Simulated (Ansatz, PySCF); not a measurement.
Species: GaF₂ (charge 0, doublet). It need not be the lowest isomer of its formula. 
Structure (B3LYP-D3(BJ)/def2-TZVP (Ansatz, a first-principles code) minimum search):
```
Ga
F 1 1.7703
F 1 1.7703 2 117.20
```
Charge 0, spin multiplicity 2.

Total electronic energies in hartree. Correlated levels leave the core frozen unless marked. Open shells are spin-unrestricted. No spin-orbit coupling. Frozen are the shells of the preceding noble gas and the d and f shells that filled before the atom's block. No relativistic terms. CBS marks a two-point X^-3 extrapolation of the correlation energy; Hartree-Fock from the larger set.

| level | program | energy (Eh) |
|---|---|---|
| HF/aug-cc-pVQZ | Ansatz | -2122.32767 |
| HF-D3(BJ)/def2-TZVPD | PySCF + dftd3 | -2122.29134 |
| BLYP/def2-TZVPD | Ansatz | -2124.75193 |
| revPBE/def2-TZVPD | Ansatz | -2124.47843 |
| BP86/def2-TZVPD | PySCF | -2124.94422 |
| r2SCAN-D3(BJ)/def2-TZVPD | Ansatz + dftd3 | -2124.59415 |
| B97M-V/def2-TZVPD | Ansatz | ? |
| B3LYP/def2-TZVPD | PySCF | ? |
| PBE0-D4/def2-TZVPD | Ansatz + dftd4 | -2124.24029 |
| BHLYP-D3(BJ)/def2-TZVPD | Ansatz + dftd3 | -2124.58680 |
| r2SCANh-D4/def2-TZVPD | Ansatz + dftd4 | -2124.57069 |
| HSE06/def2-TZVPD | Ansatz | -2124.23113 |
| LC-wPBE-D3(BJ)/def2-TZVPD | Ansatz + dftd3 | ? |
| B2GP-PLYP-D4/def2-TZVPD | Ansatz + dftd4 | -2123.99542 |
| CCSD(T)/CBS(cc-pVTZ,cc-pVQZ) | Ansatz | -2122.9992 |

Q: Fill in the missing entries.

A: 
- B97M-V/def2-TZVPD, energy (Eh): -2124.23683
- B3LYP/def2-TZVPD, energy (Eh): -2124.73460
- LC-wPBE-D3(BJ)/def2-TZVPD, energy (Eh): -2124.32368
